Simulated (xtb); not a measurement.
C$_{5}$H$_{4}$N (SMILES [c]1ccccn1), doublet, geometry from GFN2-xTB. Base run: GFN0-xTB (xtb).

Geometry (Å):
```xyz
10

N     -0.0096     0.0618     1.3931
C      0.0105     0.0556    -1.3215
C      0.0084     1.1600     0.7365
C     -0.0190    -1.1079     0.7677
C     -0.0091    -1.1422    -0.6164
C      0.0200     1.2666    -0.6391
H      0.0185     0.0496    -2.4031
H     -0.0343    -2.0004     1.3780
H     -0.0166    -2.0882    -1.1363
H      0.0352     2.2135    -1.1537
```
Charge 0, spin multiplicity 2.
All else is at xtb's defaults.
Base energy -15.61200 Eh.

Each row names what was changed in the base input (with any setting that the change needs).

```tsv
change	ΔE vs base (kcal/mol)
base	0.000
etemp = 5000	-4.59
file = coord	0.000
```
